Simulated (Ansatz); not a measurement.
`N=C(N)[Se][SiH3]` → `N=C(N)[SeH]` + `[SiH2]`  (silylene loss)

Gas-phase electronic energies from Ansatz, PBE0-D4/def2-TZVP geometries. CCSD(T)/CBS adds triple-zeta CCSD(T) − MP2 to the extrapolated MP2 energy (def2 sets, frozen cores). This one scheme is used for every species. DFT in def2-TZVPP. B3LYP here is the variant with VWN-RPA as its local correlation; programs differ in this. For Se outer-core shells are correlated without core-valence functions, which leaves a few kJ/mol of doubt a bond. Scalar relativity is left out up to krypton. Each species was taken in one conformer, which may not be the lowest.

Q: Is it downhill or uphill in electronic energy at CCSD(T)/CBS, and by how much? (Best estimate.)

A: The calculation gave: Uphill: ΔE = +3.11 eV.

Q: What do these levels give: PBE0-D4, B3LYP-D4, PBE0, MP2/def2-TZVPP, SCS-MP2/def2-TZVPP, MP2/CBS(def2)? (An estimate is asked.)

A: Ansatz gave: PBE0-D4 3.23, B3LYP-D4 3.03, PBE0 3.14, MP2/def2-TZVPP 3.25, SCS-MP2/def2-TZVPP 3.09, MP2/CBS(def2) 3.36 eV.

Largest T1 diagnostic among the species: 0.014.

The D4 term adds +0.17 eV with B3LYP and +0.09 eV with PBE0; it sums over pairs of atoms, weighted by their polarisabilities, and B3LYP, whose exchange is more repulsive, gets the larger term. From PBE to PBE0 (25 % exact exchange), in def2-TZVPP and without D4, ΔE moves by +0.10 eV.
